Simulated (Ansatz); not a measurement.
Cost and result for the atomization energy of `F/C=[C](/F)[AlH2]` (8 atoms, 7 bonds).

Charge 0, multiplicity 1. All single points use the PBE0-D4/def2-TZVP geometry. Program: Ansatz. Hardware: A = 2 threads of an AMD EPYC 7R13 on a shared host; B = 2 threads of an AMD EPYC 7R13 on a shared host and a share of an NVIDIA H100 80 GB. Times are those of one run each, without the atoms' runs, and a repeat can differ threefold. Electronic energies, without spin–orbit coupling; frozen cores. CCSD(T)/CBS extrapolates def2-TZVPP and def2-QZVPP, and its time is that of the two runs behind it. T1 = 0.013. B3LYP takes the VWN-RPA correlation (the form of Gaussian; ORCA's B3LYP/G).

CCSD(T)/CBS is a level of theory with its own doubt, some kJ/mol a heavy atom from the limit and from the frozen cores, so smaller differences don't rank the functionals.

```tsv
level	functions	wall time	atomization (kcal/mol)	difference from CCSD(T)/CBS	per bond
PBE-D4/def2-TZVPP (with forces) [A]	208	2.3 s	700.1	23.0	3.3
PBE0-D4/def2-TZVPP [A]	208	2.9 s	678.8	1.7	0.2
B3LYP-D4/def2-TZVPP (with forces) [A]	208	4 s	676.0	-1.1	-0.2
r2SCAN-D4/def2-TZVPP (with forces) [A]	208	4 s	682.5	5.4	0.8
B2PLYP/def2-TZVPP [A]	208	5 s	669.8	-7.3	-1.0
ωB97X-V/def2-TZVPP [A]	208	6 s	680.9	3.8	0.5
CCSD(T)/def2-TZVPP [B]	208	7.5 s	658.2	-18.9	-2.7
ωB97M-V/def2-TZVPP (with forces) [A]	208	8.5 s	681.4	4.3	0.6
CCSD(T)/def2-QZVPP [B]	388	15 s	669.5	-7.6	-1.1
CCSD(T)/CBS(def2)	–	23 s	677.1	0.0	0.0
```

The D4 term adds +5.4 kcal/mol with B3LYP and +2.8 kcal/mol with PBE0; it sums over pairs of atoms, weighted by their polarisabilities, and B3LYP, whose exchange is more repulsive, gets the larger term. From PBE to PBE0 (25 % exact exchange), in def2-TZVPP and without D4, the atomization energy moves by −20.8 kcal/mol: exact exchange takes away binding that semilocal exchange gives to molecules. In def2-TZVPP, CCSD(T) changes the Hartree–Fock value by +182.8 kcal/mol (the triples alone add +13.5 kcal/mol) and MP2 by +202.4 kcal/mol; breaking electron pairs costs correlation energy, which Hartree–Fock lacks.
